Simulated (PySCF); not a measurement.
Radial density of Ti³⁺ (titanium, charge +3)

UHF, [Ar] 3d1, 2D determinant. Calculation: PySCF 2.14, in aug-cc-pwCVTZ; no relativity, point nucleus.

| r (bohr) | 4πr²ρ (e/bohr) | 4πr²(ρα − ρβ) |
| --- | --- | --- |
| 0.00124 | 0.1308 | 0.0000 |
| 0.00209 | 0.3564 | 0.0000 |
| 0.00351 | 0.9473 | 0.0000 |
| 0.00591 | 2.412 | 0.0000 |
| 0.00994 | 5.718 | -0.0001 |
| 0.0167 | 12.03 | -0.0003 |
| 0.0281 | 20.73 | -0.0005 |
| 0.0473 | 26.03 | -0.0009 |
| 0.0795 | 21.93 | -0.0017 |
| 0.134 | 20.68 | -0.0001 |
| 0.225 | 28.05 | 0.0351 |
| 0.379 | 15.78 | 0.2170 |
| 0.637 | 8.104 | 0.6163 |
| 1.07 | 8.772 | 0.7617 |
| 1.80 | 1.649 | 0.3056 |
| 3.03 | 0.04274 | 0.0253 |
| 5.10 | 0.0001729 | 0.0002 |
